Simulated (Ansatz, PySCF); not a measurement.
Isomers of C2H6Si. Gas-phase values, no solvent. Strings in code marks are SMILES.

Quantity: electronic energy of isomers of C2H6Si relative to `C=C[SiH3]`, in kcal/mol. The restricted reference of `CC=[SiH2]`, `C=[SiH]C` and `C=C[SiH3]` is unstable towards unrestricted orbitals.

Level 1: frozen-core CCSD(T)/6-31g // B3LYP-D3(BJ)/def2-TZVP (Ansatz, a first-principles code)
Level 2: BLYP/cc-pVTZ // B3LYP-D3(BJ)/def2-TZVP (Ansatz)
Level 3: PBE0/cc-pVTZ // B3LYP-D3(BJ)/def2-TZVP (Ansatz)
Level 4: B3LYP/6-31G* // B3LYP-D3(BJ)/def2-TZVP (PySCF)

```
species       level 1  level 2  level 3  level 4
------------  -------  -------  -------  -------
`C=[SiH]C`       4.74     7.02     5.90     9.15
`C1C[SiH2]1`     13.0     10.7     3.81     9.50
`CC=[SiH2]`      12.3     16.9     16.4     16.9
```
